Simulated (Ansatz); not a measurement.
TaOF₄, that is [TaOF4]- with one electron fewer. Total charge 0; doublet. Geometry r2SCAN-D4/def2-SVPD, that of the charge -1 singlet; atoms count from 1.

| atom | x (Å) | y (Å) | z (Å) |
| --- | --- | --- | --- |
| Ta1 | 0.024 | -0.033 | 0.044 |
| O2 | 0.720 | -0.997 | 1.324 |
| F3 | -1.821 | -0.633 | -0.124 |
| F4 | 0.346 | -1.027 | -1.599 |
| F5 | 1.449 | 1.148 | -0.560 |
| F6 | -0.718 | 1.543 | 0.915 |

In the def2 sets Ta takes a core potential; there is no spin–orbit coupling.

Q: Estimate the Mulliken populations from the PBE0/def2-TZVPD orbitals of Ansatz.

A: 
| atom | charge (e) | spin (α − β) | d electrons |
| --- | --- | --- | --- |
| Ta1 | 2.15 | -0.07 | 2.09 |
| O2 | -0.32 | 0.90 | – |
| F3 | -0.46 | 0.04 | – |
| F4 | -0.46 | 0.04 | – |
| F5 | -0.46 | 0.04 | – |
| F6 | -0.46 | 0.04 | – |
Mulliken values depend strongly on the basis. With diffuse functions, as here, like atoms can get unlike values, and bond orders can come out too low or too high.

Q: Where does the spin sit?

A: Summed by element: Ta -0.07, O 0.90, F 0.17, of 1 unpaired in all. Largest on single atoms: O2 0.90, Ta1 -0.07, F6 0.04.

Q: And the Mayer bond orders between heavy atoms (over 0.3)?

A: Ta1–O2 1.20 (1.75 Å); Ta1–F3 0.84 (1.95 Å); Ta1–F4 0.84 (1.95 Å); Ta1–F5 0.84 (1.95 Å); Ta1–F6 0.84 (1.95 Å).
